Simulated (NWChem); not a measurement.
System: CH7NOSi; SMILES O([SiH2]N)C

```xyz
11

Si    -0.4588    -0.5197     0.0000
N      0.4132    -2.0033     0.0000
O      0.5428     0.8141     0.0000
C      0.0365     2.1380     0.0000
H     -1.3040    -0.4976    -1.2260
H     -1.3040    -0.4976     1.2260
H      0.9203    -2.2807     0.8322
H      0.9203    -2.2807    -0.8322
H     -0.5741     2.3422    -0.8918
H     -0.5741     2.3422     0.8918
H      0.8846     2.8300     0.0000
```
Atoms are numbered in this order, from 1.

All runs: NWChem. Coordinates come from a B3LYP/6-31G* (spherical d) optimisation.

For level BLYP/def2-SVP:

- highest occupied level (eV) = -5.82
- orbital gap (eV) = 6.42

Question: How do the values read with level PBE/def2-SVP instead?

Answer: highest occupied level (eV): -6.01
orbital gap (eV): 6.56
